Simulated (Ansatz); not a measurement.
CH4AlClSi (`[Cl][Al]1[CH2][SiH2]1`), charge 0, multiplicity 1.

**Question.** Give a relaxed structure at PBE0-D4/def2-TZVP (Ansatz 0.2.0). (Best estimate.)

**Answer.** Ansatz gave: 
Z-matrix (Å, degrees):
```
C
Al 1 1.932
Si 1 1.941 2 73.4
H 1 1.089 2 132.8 3 -115.7
H 1 1.100 2 107.4 3 105.7
Cl 2 2.087 1 141.4 3 178.7
H 3 1.489 1 111.9 2 -107.2
H 3 1.489 1 118.3 2 124.4
```
